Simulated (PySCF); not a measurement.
ZnO⁺: energy against distance

Set-up: PySCF, no relativity, basis sets Zn def2-SVPD, O def2-SVPD. Energies in eV from Zn⁺ + O in their ground configurations at the same level. State: ²Π (doublet), unpaired electrons π ↑.

All columns are PBE0. A positive dipole points towards O; it is taken about the centre of mass and depends on that origin.

```tsv
R (Å)	E (eV)	μ (D)	Mulliken charge on Zn (basis-dependent)	HOMO (eV)	LUMO (eV)	Mayer bond order	⟨S²⟩
1.555	-0.759	-4.59	1.48	-15.75	-11.33	1.01	0.76
1.627	-1.290	-4.69	1.42	-15.50	-11.10	1.03	0.76
1.700	-1.576	-4.78	1.37	-15.28	-11.18	1.04	0.77
1.754	-1.675	-4.82	1.34	-15.13	-11.23	1.04	0.77
1.808	-1.701	-4.84	1.31	-15.00	-11.28	1.03	0.78
1.862	-1.673	-4.83	1.28	-14.88	-11.32	1.02	0.80
1.935	-1.578	-4.77	1.26	-14.77	-11.36	0.99	0.84
2.025	-1.404	-4.56	1.22	-14.70	-11.38	0.92	0.92
2.133	-1.170	-4.19	1.18	-14.69	-11.36	0.79	1.05
2.278	-0.878	-3.67	1.13	-14.71	-11.32	0.59	1.24
```

A fit through these points gives, at Re = 1.804 Å, μ = -4.84 D and dμ/dR = -0.184 D/Å; the reduced mass is 12.79 u.

Problem. How strong is the fundamental in the double-harmonic approximation, I = 42.26·(dμ/dR)²/μred km/mol?

Solution. I = 42.26·(-0.184)²/12.79 = 0.112 km/mol at PBE0.

⟨S²⟩ of the unrestricted solution departs from its pure value on part of the curve, where spin states mix. For an ion De counts to the pair picked by the measured ionisation energies or electron affinities, which need not be the lowest pair at this level. The state was picked by a PBE0 search and need not be the measured ground state.
